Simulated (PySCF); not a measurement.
Compound: SiSe (singlet state).
Z-matrix (Å and degrees, PBE0-D3(BJ)/def2-TZVP geometry), rows numbered from 1:
```
Si
Se  1  2.0616
```

Method used: PBE0-D3(BJ)/def2-TZVP geometry optimisation, gas phase (PySCF 2.14.0).

Take the most abundant isotopes and a rigid rotor. 

(1) What are the moment of inertia and the rotational constant?

(2) List the first levels of a rigid rotor in a Σ state.

(3) Where do the first rotational lines fall?

Answers

(1) I = 88.072 u·Å², B = 505379 MHz·u·Å²/I = 5738 MHz (0.1914 cm⁻¹, or 0.275 K as hB/k). For two atoms I = μr² with μ = 20.7225 u and r = 2.0616 Å.

(2) E(J) = BJ(J+1): J = 1: 0.383, J = 2: 1.148, J = 3: 2.297, J = 4: 3.828, J = 5: 5.742, J = 6: 8.039 cm⁻¹.

(3) The dipole is 1.43 D; J+1 ← J lies at 2B(J+1): 1 ← 0 at 11.48 GHz, 2 ← 1 at 22.95 GHz, 3 ← 2 at 34.43 GHz, 4 ← 3 at 45.91 GHz, 5 ← 4 at 57.38 GHz, 6 ← 5 at 68.86 GHz.

Whether it is a minimum is left open (no frequencies). No vibrational averaging or centrifugal distortion is included, and the geometry carries the error of its method.
